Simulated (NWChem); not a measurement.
Program: NWChem. System: CH3BO, charge 0, spin multiplicity 1, at a geometry optimised with B3LYP/def2-SVP. The structure started from a generated list of species. Level: G0W0@PBE/def2-TZVPD, RI basis def2-tzvpd-rifit.

Output (cleaned and shortened):

```
             Northwest Computational Chemistry Package (NWChem) 7.3.0
             --------------------------------------------------------

                                NWChem Input Module
                                -------------------

 Scaling coordinates for geometry "geometry" by  1.889725989
 (inverse scale =  0.529177249)

 Turning off AUTOSYM since
 SYMMETRY directive was detected!

                             Geometry "geometry" -> ""
                             -------------------------

 Output coordinates in angstroms (scale by  1.889725989 to convert to a.u.)

  No.       Tag          Charge          X              Y              Z
 ---- ---------------- ---------- -------------- -------------- --------------
    1 B                    5.0000     1.28729200     0.38173100     0.00000000
    2 H                    1.0000     1.75431800    -0.09507500     1.02181500
    3 H                    1.0000     1.75431800    -0.09507500    -1.02181500
    4 H                    1.0000     1.25096800     1.60167200     0.00000000
    5 O                    8.0000    -1.26588800    -0.37536900     0.00000000
    6 C                    6.0000    -0.17816000    -0.05287000     0.00000000

 Effective nuclear repulsion energy (a.u.)      56.3281492229

            Nuclear Dipole moment (a.u.)
            ----------------------------
        X                 Y               Z
 ---------------- ---------------- ----------------
     0.0000000000     0.0000094486     0.0000000000

      Symmetry information
      --------------------

 Group name             Cs
 Group number              2
 Group order               2
 No. of unique centers     5

      Symmetry unique atoms

     1    2    4    5    6


 Summary of "ao basis" -> "" (spherical)
 ------------------------------------------------------------------------------
       Tag                 Description            Shells   Functions and Types
 ---------------- ------------------------------  ------  ---------------------
 *                         def2-tzvpd                 on all atoms

 new library libraries.bse/

 Summary of "ri basis" -> "" (spherical)
 ------------------------------------------------------------------------------
       Tag                 Description            Shells   Functions and Types
 ---------------- ------------------------------  ------  ---------------------
 *                      def2-tzvpd-rifit              on all atoms
[...]
    70      2.326151  5 O  s                109     -1.846660  6 C  s
     6     -1.498447  1 B  s                  4      0.798324  1 B  s
    69      0.680078  5 O  s                 40     -0.541544  2 H  s
    49     -0.541544  3 H  s                 58     -0.541511  4 H  s

 center of mass
 --------------
 x =  -0.15362521 y =  -0.04556055 z =   0.00000000

 moments of inertia (a.u.)
 ------------------
          30.622898232233         -52.580825865495           0.000000000000
         -52.580825865495         192.349810433237           0.000000000000
           0.000000000000           0.000000000000         207.941727259575

     Multipole analysis of the density
     ---------------------------------

     L   x y z        total         alpha         beta         nuclear
     -   - - -        -----         -----         ----         -------
     0   0 0 0     -0.000000    -11.000000    -11.000000     22.000000

     1   1 0 0     -0.459945     -0.229972     -0.229972      0.000000
     1   0 1 0     -0.136413     -0.068211     -0.068211      0.000009
     1   0 0 1      0.000000      0.000000      0.000000      0.000000

     2   2 0 0    -16.215984    -59.917016    -59.917016    103.618049
     2   1 1 0     -0.631735    -14.573288    -14.573288     28.514841
     2   1 0 1      0.000000      0.000000      0.000000      0.000000
     2   0 2 0    -14.272797    -15.092750    -15.092750     15.912702
     2   0 1 1      0.000000      0.000000      0.000000      0.000000
     2   0 0 2    -14.085506    -10.771322    -10.771322      7.457139

 Task  times  cpu:       11.5s     wall:       11.5s

                                NWChem Input Module
                                -------------------

                                 NWChem GW Module
                                 ----------------

                             ***********************
                             ***        GW       ***
                             ***********************

 Summary of "ri basis" -> "ri basis" (spherical)
 ------------------------------------------------------------------------------
       Tag                 Description            Shells   Functions and Types
 ---------------- ------------------------------  ------  ---------------------
 B                      def2-tzvpd-rifit            26       92   9s7p5d4f1g
 H                      def2-tzvpd-rifit            10       24   5s3p2d
 O                      def2-tzvpd-rifit            26       92   9s7p5d4f1g
 C                      def2-tzvpd-rifit            26       92   9s7p5d4f1g

                 Memory Information
                 ------------------
          Available GA per process is          1699.8 MBs
          Available stack per process is        700.0 MBs
          Available heap per process is           0.0 MBs

          Peak memory in Initialization
              Peak GA per process is                  6.0 MBs
              Peak stack per process is               0.3 MBs
              Peak heap per process is                6.3 MBs
              Memory not in MA per process            0.0 MBs

          Peak memory in AFF Calculation
              Peak GA per process is                 24.2 MBs
              Peak stack per process is              15.6 MBs
              Peak heap per process is                0.0 MBs
              Memory not in MA per process           15.6 MBs

          Computing 2-center integrals
          Computing Inverse Cholesky factor
          Computing 3-center integrals
          Computing V_xc ...

          Computing Sigma_x
          Computing RPA polarizability
          Solving quasiparticle equations

                  Alpha Orbitals
          State     Energy (eV)     Error (eV)
          -----------------------------------
@GW         8        -15.481           0.005
@GW         9        -12.958           0.002
@GW        10        -11.493           0.002
@GW        11        -11.493           0.002
@GW        12          0.622           0.002
@GW        13          0.622           0.002

   Applying  -3.2426 eV scissor-shift to rest of particle states

   Applying   3.1703 eV scissor-shift to rest of hole states

     GW Timing Statistics
   ------------------------
   Init.   :          0.1s
     ERIs  :          0.8s
     Distr.:          0.0s
     Vxc   :          0.2s
   Sigma_x :          0.0s
   RPA     :          0.3s
   Wmn     :          0.0s
   Sigma_c :          0.0s
   GW total:          1.4s

 Task  times  cpu:        1.4s     wall:        1.4s

 Total times  cpu:       12.9s     wall:       12.9s
```

**Question.** Write an NWChem input that would produce this output.

**Answer.** One answer among several that fit: 
```
start mol
memory heap 200 mb stack 700 mb global 1700 mb
geometry units angstroms nocenter noautoz
  B      1.287292     0.381731     0.000000
  H      1.754318    -0.095075     1.021815
  H      1.754318    -0.095075    -1.021815
  H      1.250968     1.601672     0.000000
  O     -1.265888    -0.375369     0.000000
  C     -0.178160    -0.052870     0.000000
  symmetry group Cs
end
basis spherical
  * library def2-tzvpd
end
basis "ri basis" bse spherical
  * library def2-tzvpd-rifit
end
dft
  xc xpbe96 cpbe96
  iterations 100
  direct
  tolerances tight
end
task dft energy
gw
  states alpha occ 4 vir 2
end
task dft gw
```
